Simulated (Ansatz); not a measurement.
`C[SiH2][Se]C` + `O[SiH](O)N[SiH2]Cl` → `C[SiH2]N[SiH](O)O` + `C[Se][SiH2]Cl`  (redistribution)

Program: Ansatz. Geometries: PBE0-D4/def2-TZVP. ΔE: electronic, gas phase. CCSD(T)/CBS is the MP2 limit (def2-TZVPP, def2-QZVPP) plus CCSD(T) − MP2 in def2-TZVPP, frozen cores. DFT in def2-TZVPP. For Se outer-core shells are correlated without core-valence functions, which leaves a few kJ/mol of doubt a bond. Scalar relativity is left out up to krypton. One conformer a species, not always the lowest.

`C[SiH2][Se]C`:

```xyz
12

C     0.035    1.000   -1.490
Si    1.170    0.506   -0.090
Se    0.804   -1.615    0.642
C    -1.003   -1.319    1.335
H    -1.011    0.959   -1.178
H     0.251    2.022   -1.810
H     0.164    0.332   -2.344
H     0.992    1.450    1.048
H     2.591    0.519   -0.524
H    -1.693   -1.093    0.525
H    -0.996   -0.514    2.069
H    -1.305   -2.247    1.818
```

`O[SiH](O)N[SiH2]Cl`:

Cartesian coordinates in Å:
```
O -0.661 0.437 -2.415
Si -0.099 0.912 -0.961
O 1.495 0.541 -0.902
N -0.832 0.118 0.389
Si -0.116 -1.060 1.396
Cl 1.489 -0.279 2.457
H -0.449 -0.449 -2.714
H -0.409 2.354 -0.899
H 1.952 0.639 -0.063
H -1.720 0.484 0.702
H -1.109 -1.519 2.391
H 0.458 -2.178 0.620
```

`C[SiH2]N[SiH](O)O`:

Cartesian coordinates in Å:
```
C 0.230 2.422 1.012
Si 0.799 0.645 1.030
N -0.364 -0.416 0.310
Si -0.183 -1.514 -0.984
O -1.279 -1.305 -2.195
O -0.471 -3.037 -0.456
H -0.710 2.538 1.559
H 0.973 3.067 1.488
H 0.074 2.775 -0.010
H 2.054 0.493 0.248
H 1.063 0.253 2.444
H -1.251 -0.481 0.795
H 1.195 -1.338 -1.494
H -1.277 -0.462 -2.649
H -0.852 -3.639 -1.098
```

`C[Se][SiH2]Cl`:

Z-matrix (Å, degrees):
```
C
Se 1 1.958
H 1 1.088 2 106.2
H 1 1.088 2 110.2 3 -118.8
H 1 1.088 2 109.9 3 118.7
Si 2 2.249 1 96.6 3 179.4
Cl 6 2.061 2 112.4 1 64.2
H 6 1.480 2 107.0 1 -176.4
H 6 1.482 2 111.0 1 -53.9
```

```csv
level,ΔE (kJ/mol)
B2PLYP,10.4
CCSD/CBS(def2),10.9
```

(1) What does CCSD(T)/CBS give? (Estimate.)

Largest T1 diagnostic among the species: 0.011.

## Answers

(1) The calculation gave: +11.6 kJ/mol. The listed levels differ from it by -1.2, -0.7 kJ/mol.

In def2-TZVPP, CCSD(T) changes the Hartree–Fock value by +3.0 kJ/mol (the triples alone add +0.7 kJ/mol) and MP2 by +3.3 kJ/mol. The D4 term adds +4.4 kJ/mol with B3LYP and +2.4 kJ/mol with PBE0; it sums over pairs of atoms, weighted by their polarisabilities, and B3LYP, whose exchange is more repulsive, gets the larger term.

B3LYP here is the variant with VWN-RPA as its local correlation; programs differ in this.
